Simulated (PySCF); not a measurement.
**Ionisation energy of In²⁺ by level of theory**

In²⁺ [Kr] 4d10 5s1 (2S) → In³⁺ [Kr] 4d10 (1S), as a difference of total energies. Computed with PySCF 2.14 in ANO-RCC-VTZP (7s6p4d2f1g, 68 functions), with the spin-free X2C one-electron Hamiltonian (Gaussian nucleus). Correlated levels: valence and next inner shell: [Ar] 3d10 frozen. The calculations carry no spin-orbit coupling.

| method | ionisation energy (eV) |
| --- | --- |
| UHF | 26.609 |
| MP2 (valence and next inner shell) | 28.032 |
| SCS-MP2 (valence and next inner shell) | 27.784 |
| CCSD (valence and next inner shell) | 27.798 |
| CCSD(T) (valence and next inner shell) | 27.872 |

Errors of the correlated levels include the incompleteness of this basis and the frozen core.

Which method comes closest to the reference value, and which is furthest?

The reference is 28.044 eV (measured; NIST Atomic Spectra Database, ionization energies). Closest: MP2 (valence and next inner shell) (error -0.012 eV); furthest: UHF (error -1.435 eV).
